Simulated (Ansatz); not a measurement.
C6H13 (SMILES [CH2]CCCCC), doublet, geometry from GFN2-xTB; HF/def2-SVP in Ansatz (a first-principles code).

Input for Ansatz:
Ansatz 0.2 input:
```yaml
crystal:
  periodic: [false, false, false]
  atoms:
    - {symbol: C, position_ang: [-2.98430396, -0.66041146, -0.04973240]}
    - {symbol: C, position_ang: [-1.58600614, -0.51915247, 0.38081968]}
    - {symbol: C, position_ang: [-0.85691671, 0.60359329, -0.40073596]}
    - {symbol: C, position_ang: [0.57074552, 0.84124676, 0.08712427]}
    - {symbol: C, position_ang: [1.52002337, -0.31817981, -0.20726247]}
    - {symbol: C, position_ang: [2.95401446, 0.02034191, 0.18271071]}
    - {symbol: H, position_ang: [-3.22259204, -1.20158113, -0.94514443]}
    - {symbol: H, position_ang: [-3.76064498, -0.08153014, 0.41167488]}
    - {symbol: H, position_ang: [-1.53785710, -0.27248627, 1.44434508]}
    - {symbol: H, position_ang: [-1.04629639, -1.45351122, 0.20928618]}
    - {symbol: H, position_ang: [-0.84553535, 0.34537543, -1.46144559]}
    - {symbol: H, position_ang: [-1.43041506, 1.52616864, -0.28778204]}
    - {symbol: H, position_ang: [0.55920612, 1.03502542, 1.16245642]}
    - {symbol: H, position_ang: [0.95525016, 1.73927111, -0.40434564]}
    - {symbol: H, position_ang: [1.48038554, -0.55392746, -1.27334677]}
    - {symbol: H, position_ang: [1.20274833, -1.20545720, 0.34319572]}
    - {symbol: H, position_ang: [3.61586505, -0.81709521, -0.02581457]}
    - {symbol: H, position_ang: [3.01601134, 0.25037650, 1.24428674]}
    - {symbol: H, position_ang: [3.30853527, 0.88474228, -0.37490878]}
basis:
  gaussian:
    orbitals: def2-SVP
    nuclear_model: gaussian
hamiltonian:
  xc: hf
magnetization: {spin_polarized: true, initial_magnetization: 1}
```

What the program printed (banner, timings and long lists left out):

```
Functional definition: HF
1918 factors; their error is unknown
mean field evaluation 1: about -6378.7001 eV, gradient 2.5e1 eV
mean field evaluation 2: about -6382.2951 eV, gradient 8.4e0 eV
mean field evaluation 4: about -6382.7900 eV, gradient 6.7e-1 eV
mean field evaluation 8: about -6382.7976 eV, gradient 4.5e-2 eV
mean field -6382.90569488 eV, -234.5674577981 hartree, gradient 2.3e-5 eV, S^2 0.762166; 0 other end points of the search recorded, 0 dependent functions left out
reference -6382.90569488 eV, -234.5674577981 hartree; 25, 24 occupied and 124, 125 virtual orbitals, 1918 factors
Total energy: -6382.90569488 eV, -234.5674577981 hartree
```
